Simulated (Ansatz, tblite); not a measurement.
Removing an electron: TaSCl₃. The state is a singlet with charge 0. Geometry: r2SCAN-D4/def2-SVP. Ansatz, gas phase; energy differences of separate SCF runs; the oxidised species was run as a doublet alone.

```
atom   x (Å)   y (Å)   z (Å)
 Ta1   0.001   0.006  -0.010
  S2  -0.078  -1.199   1.772
 Cl3  -0.701   2.114   0.542
 Cl4  -1.390  -0.946  -1.559
 Cl5   2.169   0.025  -0.745
```

In the def2 sets Ta takes a core potential; there is no spin–orbit coupling. The xTB rows come from tblite.

(1) Estimate orbital energies and vertical ionisation energies at: GFN1-xTB; GFN2-xTB; PBE-D4/def2-TZVP; r2SCAN-D4/def2-TZVP; PBE0-D4/def2-TZVP.

## Answers

(1) 
| level | −HOMO (eV) | vertical IE (eV) | −LUMO (eV) | HOMO–LUMO gap (eV) |
| --- | --- | --- | --- | --- |
| GFN1-xTB | 12.40 | 15.01 | 9.42 | 2.98 |
| GFN2-xTB | 11.42 | 14.05 | 9.03 | 2.39 |
| PBE-D4/def2-TZVP | 7.14 | 9.92 | 3.71 | 3.43 |
| r2SCAN-D4/def2-TZVP | 7.45 | 10.06 | 3.67 | 3.78 |
| PBE0-D4/def2-TZVP | 8.32 | 10.13 | 3.00 | 5.32 |

Relaxing the oxidised species (r2SCAN-D4/def2-SVP) changes its energy by -0.27 eV at PBE-D4/def2-TZVP, so the adiabatic ionisation energy to this nearest minimum is 9.64 eV. At PBE0-D4/def2-TZVP it is 9.77 eV.   Raw xTB energy differences between charge states are shifted by several eV; the methods need an empirical correction for them.
